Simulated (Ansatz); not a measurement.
System: H₄SiNO, charge 0, doublet. H4SiNO (SMILES N[SiH2][O], doublet).
B3LYP-D3(BJ)/def2-TZVP minimum from Ansatz (a quantum-chemistry and plane-wave program):
```
Si
O 1 1.6587
N 1 1.7035 2 120.51
H 3 1.0073 1 121.36 2 -89.66
H 3 1.0077 4 111.70 1 -156.92
H 1 1.4801 2 107.64 3 -122.43
H 1 1.4879 6 114.18 2 107.92
```
Charge 0, spin multiplicity 2.

Total energies in cc-pV(D+d)Z, 19 correlated electrons, 7 frozen orbitals. Open shells are spin-unrestricted; no spin-orbit coupling. Correlated methods leave the cores frozen. No relativity.

| method | program | energy (Eh) | minus CCSDT(Q) (mEh) |
|---|---|---|---|
| HF | Ansatz | -420.60002 | 462.72 |
| MP2 | Ansatz | -421.01095 | 51.79 |
| CCSD | Ansatz | -421.05104 | 11.71 |
| CCSD(T) | Ansatz | -421.06079 | 1.96 |
| CCSDT(Q) | Ansatz | -421.06275 | 0.00 |

Rough core times of Ansatz's runs on a shared machine: CCSD(T) 70 s, CCSDT(Q) 50 min.
